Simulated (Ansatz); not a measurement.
CrN₄F₂H₁₂⁺ (relaxed from a model of trans-CrF2(NH3)4, whose bonding it doesn't keep). Total charge 1; quartet. Geometry PBE-D4/def2-SVP; atoms count from 1.

Cartesian coordinates in Å:
```
Cr -0.205 -0.226 0.531
F -1.377 0.327 -0.623
F 1.515 -0.189 0.301
N -0.280 1.535 1.616
H -0.411 1.447 2.636
H -1.042 2.140 1.274
H 0.667 2.065 1.455
N -0.346 -2.220 -0.009
H 0.593 -2.631 -0.125
H -0.856 -2.267 -0.979
H -0.860 -2.840 0.636
N -1.665 -2.119 -2.447
H -1.105 -2.290 -3.295
H -1.951 -1.129 -2.483
H -2.525 -2.675 -2.562
N 2.188 2.693 1.100
H 2.773 2.978 1.898
H 2.207 3.484 0.440
H 2.682 1.917 0.637
```

In the quartet geometry the species has come apart into loosely held pieces. The name describes the quintet; other states may take another shape.

Question: Estimate the Mulliken populations from the PBE0/def2-TZVP orbitals of Ansatz.

Answer: 
```tsv
atom	charge (e)	spin (α − β)	d electrons
Cr1	1.20	3.05	4.16
F2	-0.50	0.01	–
F3	-0.50	0.01	–
N4	-0.62	-0.05	–
H5	0.28	0.00	–
H6	0.30	0.01	–
H7	0.33	0.00	–
N8	-0.62	-0.05	–
H9	0.30	0.01	–
H10	0.33	0.00	–
H11	0.28	0.00	–
N12	-0.74	0.00	–
H13	0.28	0.00	–
H14	0.29	0.00	–
H15	0.28	0.00	–
N16	-0.73	0.00	–
H17	0.28	0.00	–
H18	0.28	0.00	–
H19	0.29	0.00	–
```
Mulliken values depend strongly on the basis.

Question: Where does the spin sit?

Answer: Summed by element: Cr 3.05, F 0.01, N -0.09, H 0.02, of 3 unpaired in all. Largest on single atoms: Cr1 3.05, N4 -0.05, N8 -0.05.

Question: And the Mayer bond orders between heavy atoms (over 0.3)?

Answer: Cr1–F2 0.86 (1.74 Å); Cr1–F3 0.86 (1.74 Å); Cr1–N4 0.56 (2.07 Å); Cr1–N8 0.56 (2.07 Å).
